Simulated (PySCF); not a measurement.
A calculated (TPSS, PySCF 2.14, cc-pVTZ, the non-relativistic Hamiltonian (point nucleus)) atom or ion has these occupied shells.

```json
{"shell": "1s α", "electrons": "1", "orbital energy (eV)": "-561.24", "rms radius, mean of both spins (bohr)": "0.231"}
{"shell": "1s β", "electrons": "1", "orbital energy (eV)": "-559.32", "rms radius, mean of both spins (bohr)": "0.231"}
{"shell": "2s α", "electrons": "1", "orbital energy (eV)": "-60.536", "rms radius, mean of both spins (bohr)": "1.13"}
{"shell": "2s β", "electrons": "1", "orbital energy (eV)": "-55.663", "rms radius, mean of both spins (bohr)": "1.13"}
{"shell": "2p α", "electrons": "2", "orbital energy (eV)": "-45.447", "rms radius, mean of both spins (bohr)": "1.10"}
```

Question: Name the element and its charge.

Answer: O²⁺ (oxygen, charge +2), in [He] 2s2 2p2, high-spin 3P determinant.
